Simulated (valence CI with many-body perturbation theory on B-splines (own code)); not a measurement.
**E1 transitions of Ir⁶⁴⁺**

Calculated by relativistic CI+MBPT: three valence electrons over a frozen Dirac-Fock core [Ne], radial functions for each j: 11 s, 11 p, 10 d, 8 f, 5 g, 2 h, with the one-electron correlation potential Σ1, the two-electron term Σ2, the three-electron term Σ3, Breit, model QED; selected CI, second order for the rest, scaled by the run's own slope (own B-spline code, finite nucleus).

No measured spectrum was set against this ion. As an estimate, large intervals hold to a few tenths of a per cent, small ones and those within an open d or f shell to about a per cent.

Lines 1 to 50 of 591 in falling wavelength, among levels below 3619.9 eV, chosen from the strongest by gf and those to the six lowest levels. Wavelengths and rates use the calculated energies. Electric multipoles are in the length gauge with retardation, E1 and E2 with the static RPA response of the core. Weak lines are less certain than strong ones. Lines between different terms over intervals too small for the method are left out, as are lines whose strength nearly cancels. The highest levels of a list are the least certain.

Levels are named by their leading jj configuration (3d3/2^4 stands for four electrons in 3d with j = 3/2), which in mixed levels can hold well under half, so a name can repeat and another be missing. Letters in brackets count levels of one name in rising energy.

```
λ vac (Å)                          Upper                       Lower   A (s⁻¹)  S (a.u.) with core polarisation  S without
    167.8     (3s 3p1/2 4p1/2) J=1/2 [a]     (3s 3p1/2 4s) J=1/2 [a]  1.20e+10                         5.59e-02   5.61e-02
    166.1         (3s 3p1/2 4p1/2) J=3/2         (3s 3p1/2 4s) J=3/2  7.82e+09                         7.08e-02   7.10e-02
    155.1             (3s^2 4p1/2) J=1/2             (3s^2 4s) J=1/2  1.61e+10                         5.94e-02   5.96e-02
    135.6     (3s 3p1/2 4p1/2) J=1/2 [b]         (3s 3p1/2 4s) J=3/2  2.12e+10                         5.23e-02   5.25e-02
    84.60     (3s 3p1/2 3p3/2) J=3/2 [a]          (3s^2 3p3/2) J=3/2  2.28e+09                         2.73e-03   2.77e-03
    80.90  (3p1/2 3p3/2 3d5/2) J=7/2 [b]  (3s 3p3/2 3d5/2) J=5/2 [b]  1.27e+10                         2.65e-02   2.69e-02
    79.77      (3p1/2 3p3/2 3d5/2) J=9/2  (3s 3p3/2 3d5/2) J=7/2 [b]  1.11e+10                         2.77e-02   2.81e-02
    79.68      (3p1/2 3d3/2 3d5/2) J=9/2  (3s 3d3/2 3d5/2) J=7/2 [b]  2.23e+10                         5.57e-02   5.65e-02
    76.05  (3p1/2 3d3/2 3d5/2) J=7/2 [a]  (3s 3d3/2 3d5/2) J=5/2 [a]  1.45e+10                         2.51e-02   2.55e-02
    75.74      (3p1/2 3d3/2 3d5/2) J=9/2      (3s 3d3/2 3d5/2) J=9/2  1.13e+10                         2.42e-02   2.46e-02
    74.77         (3s 3p1/2 3p3/2) J=5/2          (3s^2 3p3/2) J=3/2  1.58e+10                         1.96e-02   1.99e-02
    74.75         (3s 3p1/2 3d5/2) J=7/2          (3s^2 3d5/2) J=5/2  2.60e+10                         4.28e-02   4.34e-02
    73.75          (3p1/2 3d5/2^2) J=9/2          (3s 3d5/2^2) J=7/2  4.09e+10                         8.10e-02   8.21e-02
    72.37          (3p1/2 3d5/2^2) J=5/2          (3s 3d5/2^2) J=3/2  3.31e+10                         3.72e-02   3.77e-02
    71.20     (3s 3p1/2 3d3/2) J=3/2 [a]  (3s 3p1/2 3p3/2) J=3/2 [b]  3.55e+09                         2.53e-03   2.57e-03
    70.42      (3p1/2 3p3/2 3d5/2) J=9/2  (3s 3p3/2 3d5/2) J=7/2 [a]  1.45e+10                         2.49e-02   2.53e-02
    70.23     (3s 3p1/2 3d5/2) J=5/2 [b]          (3s^2 3d5/2) J=5/2  1.97e+10                         2.02e-02   2.05e-02
    69.33             (3s 3p1/2^2) J=1/2          (3s^2 3p1/2) J=1/2  4.29e+10                         1.41e-02   1.43e-02
    69.00          (3p1/2 3d5/2^2) J=1/2          (3s 3d5/2^2) J=1/2  6.82e+10                         2.21e-02   2.24e-02
    68.99  (3p1/2 3d3/2 3d5/2) J=5/2 [b]  (3s 3d3/2 3d5/2) J=5/2 [b]  2.22e+10                         2.16e-02   2.19e-02
    68.92      (3p1/2 3p3/2 3d3/2) J=7/2      (3s 3p3/2 3d3/2) J=7/2  2.04e+10                         2.64e-02   2.68e-02
    68.60  (3p1/2 3p3/2 3d5/2) J=5/2 [a]  (3s 3p3/2 3d5/2) J=3/2 [a]  3.07e+10                         2.93e-02   2.98e-02
    67.53          (3p1/2 3d5/2^2) J=3/2          (3s 3d5/2^2) J=5/2  4.99e+10                         3.03e-02   3.08e-02
    67.22  (3p1/2 3p3/2 3d5/2) J=3/2 [b]      (3s 3p3/2 3d5/2) J=1/2  3.26e+10                         1.95e-02   1.98e-02
    67.18          (3p1/2^2 3d5/2) J=5/2      (3s 3p1/2 3d5/2) J=3/2  4.07e+10                         3.66e-02   3.71e-02
    66.94  (3p1/2 3d3/2 3d5/2) J=7/2 [b]  (3s 3d3/2 3d5/2) J=7/2 [b]  1.72e+10                         2.04e-02   2.07e-02
    66.51          (3p1/2 3d5/2^2) J=5/2          (3s 3d5/2^2) J=5/2  3.80e+10                         3.31e-02   3.36e-02
    66.23          (3p1/2 3d5/2^2) J=7/2          (3s 3d5/2^2) J=9/2  4.87e+10                         5.59e-02   5.68e-02
    66.14     (3s 3p1/2 3p3/2) J=3/2 [b]          (3s^2 3p3/2) J=3/2  2.82e+10                         1.61e-02   1.64e-02
    66.03     (3s 3p1/2 3d3/2) J=3/2 [b]  (3s 3p1/2 3p3/2) J=3/2 [b]  3.32e+10                         1.88e-02   1.91e-02
    65.56  (3p1/2 3p3/2 3d5/2) J=3/2 [a]  (3s 3p3/2 3d5/2) J=5/2 [a]  4.50e+10                         2.51e-02   2.54e-02
    65.47          (3p1/2^2 3d5/2) J=5/2  (3s 3p1/2 3d5/2) J=5/2 [b]  4.08e+10                         3.39e-02   3.44e-02
    64.50          (3p1/2 3d5/2^2) J=9/2          (3s 3d5/2^2) J=9/2  3.32e+10                         4.40e-02   4.46e-02
    64.13  (3p1/2 3d3/2 3d5/2) J=7/2 [b]      (3s 3d3/2 3d5/2) J=9/2  5.16e+10                         5.37e-02   5.45e-02
    64.09  (3p1/2 3p3/2 3d5/2) J=5/2 [a]  (3s 3p3/2 3d5/2) J=5/2 [a]  3.14e+10                         2.45e-02   2.49e-02
    63.33     (3s 3p1/2 3d3/2) J=3/2 [a]      (3s 3p1/2 3p3/2) J=5/2  3.47e+10                         1.74e-02   1.76e-02
    63.27          (3p1/2 3p3/2^2) J=5/2          (3s 3p3/2^2) J=5/2  3.04e+10                         2.28e-02   2.31e-02
    62.89  (3p1/2 3p3/2 3d5/2) J=7/2 [b]  (3s 3p3/2 3d5/2) J=7/2 [a]  2.71e+10                         2.66e-02   2.70e-02
    62.51         (3s 3p1/2 3p3/2) J=1/2          (3s^2 3p3/2) J=3/2  3.55e+10                         8.55e-03   8.68e-03
    62.20          (3p1/2^2 3d3/2) J=3/2      (3s 3p1/2 3d3/2) J=5/2  8.32e+10                         3.95e-02   4.01e-02
    62.17  (3p1/2 3p3/2 3d5/2) J=5/2 [b]  (3s 3p3/2 3d5/2) J=7/2 [a]  3.91e+10                         2.78e-02   2.82e-02
    62.04         (3s 3p1/2 3d3/2) J=5/2  (3s 3p1/2 3p3/2) J=3/2 [b]  8.82e+09                         6.24e-03   6.33e-03
    61.98          (3p1/2^2 3d5/2) J=5/2      (3s 3p1/2 3d5/2) J=7/2  7.62e+10                         5.37e-02   5.45e-02
    61.79  (3p1/2 3p3/2 3d5/2) J=7/2 [a]      (3s 3p3/2 3d5/2) J=9/2  5.83e+10                         5.43e-02   5.52e-02
    61.53          (3p1/2 3p3/2^2) J=3/2          (3s 3p3/2^2) J=5/2  5.90e+10                         2.71e-02   2.75e-02
    60.82  (3p1/2 3p3/2 3d3/2) J=5/2 [a]       (3p1/2 3p3/2^2) J=5/2  3.04e+10                         2.02e-02   2.05e-02
    60.58  (3p1/2 3d3/2 3d5/2) J=5/2 [b]  (3s 3d3/2 3d5/2) J=7/2 [a]  3.01e+10                         1.98e-02   2.01e-02
    60.37  (3p1/2 3p3/2 3d3/2) J=5/2 [b]      (3s 3p3/2 3d3/2) J=7/2  6.61e+10                         4.31e-02   4.37e-02
    59.42      (3p1/2 3p3/2 3d5/2) J=9/2      (3s 3p3/2 3d5/2) J=9/2  4.17e+10                         4.32e-02   4.39e-02
    59.21     (3s 3p1/2 3d3/2) J=3/2 [b]      (3s 3p1/2 3p3/2) J=5/2  4.69e+10                         1.92e-02   1.95e-02
```
